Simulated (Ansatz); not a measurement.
A structure relaxed at r2SCAN-D4/def2-SVPD in Ansatz, charge -1, doublet:

Cartesian coordinates in Å:
```
Li 0.244 -0.381 1.142
Li -1.151 1.537 -0.582
Li 0.639 -0.774 -1.736
Br 2.203 -1.374 0.050
Br -0.354 1.931 1.698
Br -1.580 -0.939 -0.572
```

Question: Give its formula and point group.

Answer: the cluster Li3Br3⁻. Point group Cs (tolerance 0.1 Å).

Question: Summarise the bond lengths by kind (pairs closer than 1.2 times the sum of covalent radii, bridged metal pairs left out).

Answer: 7 × Br–Li 2.45 to 2.56 Å.

The highest occupied level of the charge -1 doublet lies above zero (up to 0.68 eV). The electron is either unbound and held by the finite basis, or the level is raised by self-interaction error. The structure comes from a short search, and lower isomers may exist.
